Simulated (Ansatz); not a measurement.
TlH2⁻. Total charge -1; triplet. Geometry r2SCAN-D4/def2-TZVP, that of the neutral doublet; atoms count from 1.

```xyz
3

Tl    0.320    0.456    0.032
H    -1.455    0.663    0.254
H     1.135   -1.118   -0.286
```

In the def2 sets Tl takes a core potential; there is no spin–orbit coupling. The highest occupied level of the charge -1 triplet lies above zero (up to 1.25 eV). By energy differences its removal costs 0.35 eV (vertical, to the charge 0 doublet, at PBE0-D4/def2-TZVPD); a positive level beside a positive removal energy at the same level points to self-interaction error. At PBE0-D4/def2-TZVPD a singlet of charge -1 lies 0.62 eV below the triplet at the same geometry. The structure comes from a short search, and lower isomers may exist.

(1) Estimate the Mulliken populations from the PBE0/def2-TZVPD orbitals of Ansatz.

(2) Where does the spin sit?

Answers

(1) 
```json
{"atom": "Tl1", "charge (e)": "-0.68", "spin (α − β)": "1.69"}
{"atom": "H2", "charge (e)": "-0.16", "spin (α − β)": "0.15"}
{"atom": "H3", "charge (e)": "-0.16", "spin (α − β)": "0.15"}
```
Mulliken values and Mayer orders depend strongly on the basis. With diffuse functions, as here, like atoms can get unlike values, and bond orders can come out too low or too high.

(2) Summed by element: Tl 1.69, H 0.31, of 2 unpaired in all. Largest on single atoms: Tl1 1.69, H2 0.15, H3 0.15.
